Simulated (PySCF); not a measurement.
## Polarisability and C₆ of Au(2+) (gold, charge +2)

[Xe] 4f14 5d9, 2D determinant. Computed with PySCF 2.14 in def2-QZVPPD with the def2 core potential (60 electrons) (7s5p4d4f2g, 88 functions), with scalar relativity through the core potential. Coupled (time-dependent) response in atomic units; α is the mean over directions.

| method | mean α (bohr³) | α xx, yy, zz | C₆ (like pair) | S(−4) |
| --- | --- | --- | --- | --- |
| UHF | 7.909 | 7.757, 7.757, 8.213 | 51.07 | 11.40 |
| PBE | 8.842 | 8.734, 8.734, 9.057 | 58.03 | 16.05 |
| PBE0 | 8.513 | 8.391, 8.391, 8.757 | 55.64 | 14.20 |

S(−4) is the Cauchy moment in α(ω) = α(0) + S(−4) ω² + …

Spin-orbit coupling is absent.

α(iu) at PBE:

```json
{"u (hartree)": "0", "α(iu) (bohr³)": "8.842"}
{"u (hartree)": "0.0500", "α(iu) (bohr³)": "8.802"}
{"u (hartree)": "0.100", "α(iu) (bohr³)": "8.686"}
{"u (hartree)": "0.200", "α(iu) (bohr³)": "8.273"}
{"u (hartree)": "0.300", "α(iu) (bohr³)": "7.715"}
{"u (hartree)": "0.500", "α(iu) (bohr³)": "6.532"}
{"u (hartree)": "0.750", "α(iu) (bohr³)": "5.280"}
{"u (hartree)": "1.00", "α(iu) (bohr³)": "4.317"}
{"u (hartree)": "1.50", "α(iu) (bohr³)": "2.998"}
{"u (hartree)": "2.00", "α(iu) (bohr³)": "2.176"}
{"u (hartree)": "3.00", "α(iu) (bohr³)": "1.271"}
{"u (hartree)": "5.00", "α(iu) (bohr³)": "0.5684"}
```

A single London oscillator, α(iu) = α/(1 + u²/ω²), gives C₆ = (3/4) ω α². Matching the computed C₆ needs ω = 4 × 58.03 / (3 × 8.842²) = 0.990 hartree.

For an ion, C₆ is the dispersion term alone; charge-induced terms of lower order in 1/R come first.

The components differ because the open shell of this determinant is not spherical; for a pure term their mean is the scalar polarisability.

Energies and moments cover only the electrons outside the core potential. Spin-orbit coupling, absent here, splits the open shell strongly.
